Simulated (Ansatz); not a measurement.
CH$_{3}$ClSn (`[CH3][Sn][Cl]`). The species carries charge 0 and has multiplicity 1. Sn takes the def2 core potential. The geometry is a stationary point of PBE0-D4/def2-TZVP.

```xyz
6

C    -0.472    0.338   -0.383
Sn    0.899   -1.352   -0.362
Cl    1.687   -0.890    1.838
H     0.087    1.258   -0.192
H    -1.195    0.220    0.430
H    -1.006    0.426   -1.331
```

What is the dipole moment at PBE/def2-TZVPP? (An estimate is asked.)

Ansatz gave: 2.69 D, with components (-1.10, -0.23, -2.45) D in this frame, pointing from negative to positive charge.

And with r2SCAN, B3LYP, ωB97M-V? (Best estimate.)

Ansatz gave: r2SCAN 2.80 D, B3LYP 2.87 D, ωB97M-V 2.93 D.

Give the Mulliken charges with PBE, ωB97M-V, B3LYP in def2-TZVPP. (An estimate is asked.)

Ansatz gave: 
```tsv
atom	PBE	ωB97M-V	B3LYP
C1	-0.57	-0.62	-0.58
Sn2	0.61	0.61	0.66
Cl3	-0.39	-0.39	-0.42
H4	0.12	0.14	0.12
H5	0.12	0.14	0.12
H6	0.11	0.13	0.11
```

B3LYP here is the variant with VWN-RPA as its local correlation; programs differ in this.
